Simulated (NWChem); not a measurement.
**Basis-set convergence for HISi**

```xyz
3

Si    -1.3031     1.4415     0.0000
H     -0.1995     2.5309     0.0000
I      0.3480    -0.4285     0.0000
```
Charge 0, spin multiplicity 1.

Program: NWChem. Structure: optimised with PBE/def2-SVP with def2 effective core potentials on I, a minimum by its harmonic frequencies.

Quantity: LUMO energy at the level PBE.

Effective core potentials replace the inner electrons of I; spin-orbit coupling is left out. The structure started from a generated list of species.

```json
[
 {"basis": "def2-SVP", "functions": "49", "LUMO energy (eV)": "-3.99"},
 {"basis": "def2-SVPD", "functions": "67", "LUMO energy (eV)": "-4.04"},
 {"basis": "def2-TZVP", "functions": "93", "LUMO energy (eV)": "-3.99"},
 {"basis": "def2-TZVPP", "functions": "106", "LUMO energy (eV)": "-3.99"},
 {"basis": "def2-TZVPD", "functions": "111", "LUMO energy (eV)": "-4.01"},
 {"basis": "def2-QZVP", "functions": "182", "LUMO energy (eV)": "-4.01"}
]
```

Smallest basis within 0.1 eV of def2-QZVP, the largest set run: def2-SVP, with 49 functions against 182 (also within reach: def2-SVPD, def2-TZVP, def2-TZVPP, def2-TZVPD). def2-QZVP isn't the basis-set limit itself, and a small set can land close by cancellation.
